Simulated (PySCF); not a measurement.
EPR parameters of C6H8N

C6H8N (doublet state).
Cartesian coordinates in Å at the GFN2-xTB level; atoms count from 1:
```
atom  x, y, z in Å
C1    -2.261   -0.114   -0.526
C2    -1.369    0.498    0.480
N3     0.016    0.181    0.255
C4     0.849    0.854   -0.581
C5     2.062    0.220   -0.592
C6     1.954   -0.890    0.267
C7     0.681   -0.886    0.768
H8    -1.894   -0.886   -1.171
H9    -3.285    0.193   -0.594
H10   -1.491    1.592    0.481
H11   -1.639    0.161    1.496
H12    0.519    1.733   -1.099
H13    2.929    0.516   -1.148
H14    2.722   -1.604    0.490
H15    0.203   -1.559    1.453
```

The hyperfine couplings belong to this conformer and change with its torsions.

Identity: `[CH2]CN1C=CC=C1` [radical].

Theory: UKS B3LYP, pcH-1 on C H N, non-relativistic, mean-field spin-orbit, GIAO (PySCF 2.14.0). Geometry: GFN2-xTB, one conformer, isolated molecule. GFN2-xTB frequencies show an imaginary mode (26i cm⁻¹), so this geometry is no minimum at that level. A GFN2-xTB geometry isn't a minimum of the functional, and hyperfine couplings can be far from their values at a DFT geometry. No stability test was run, so a lower SCF solution isn't excluded.

* g1, g2, g3: 2.00219, 2.00275, 2.00290
* g_iso: 2.00261
* Form of g: rhombic: the two nearest values differ by 21 % of g3 − g1
* ⟨S²⟩: 0.7537 (exact 0.7500)
* Total energy: -288.14537 Eh

Hyperfine couplings atom by atom, in MHz; T1 to T3 are the principal values of the dipolar part:

```
atom  isotope  a_iso     T1     T2     T3  Mulliken spin population
  C1      13C   89.8  -82.1  -81.6  163.7                      1.08
  C2      13C  -36.5   -2.5    0.6    1.9                     -0.08
  N3      14N    1.8   -0.5   -0.3    0.8                      0.00
  C4      13C   -0.1   -1.0    0.2    0.8                      0.00
  C5      13C   -0.2   -0.3   -0.2    0.5                      0.00
  C6      13C    0.5   -0.7   -0.1    0.8                      0.01
  C7      13C   -0.7   -0.6   -0.3    0.9                      0.00
  H8       1H  -65.9  -39.8   -0.1   39.9                     -0.05
  H9       1H  -63.4  -39.5   -0.4   39.9                     -0.04
 H10       1H   91.7   -5.2   -4.5    9.6                      0.03
 H11       1H  138.6   -6.1   -3.0    9.1                      0.05
 H12       1H    0.0   -2.0   -1.8    3.7                      0.00
 H13       1H    0.1   -0.6   -0.5    1.1                      0.00
 H14       1H   -0.4   -0.7   -0.5    1.2                      0.00
 H15       1H    0.2   -1.8   -1.6    3.4                      0.00
```

The Mulliken spin populations are largest on C1 (+1.08) and C2 (-0.08). No atom but C1 exceeds +0.15. The positive populations add up to 1.18 and the negative ones to -0.18, together 2S = 1. The angles at C1 add up to 360.0°, so it is planar; its axial dipolar tensor and the negative couplings of its protons fit spin in a p orbital normal to that plane.

Axes: g3 points within 10° of the C1–H9 bond.

Under fast tumbling the dipolar parts average out, and these isotropic splittings remain: 2 × 1H (H10/H11, I = 1/2, 3 lines) with 4.11 mT, 2 × 1H (H8/H9, I = 1/2, 3 lines) with 2.31 mT and 1 × 14N (N3, I = 1, 3 lines) with 0.06 mT.

Means are taken over nuclei equivalent by connectivity, which assumes that they swap fast. The 1H value of +115.1 MHz is a mean of couplings from 91.7 to 138.6 MHz in this one geometry, not an average over conformers.

The 13C coupling of C1 (89.8 MHz) shows only in satellite lines or after enrichment, since that isotope makes up about 1.07 % of natural carbon.
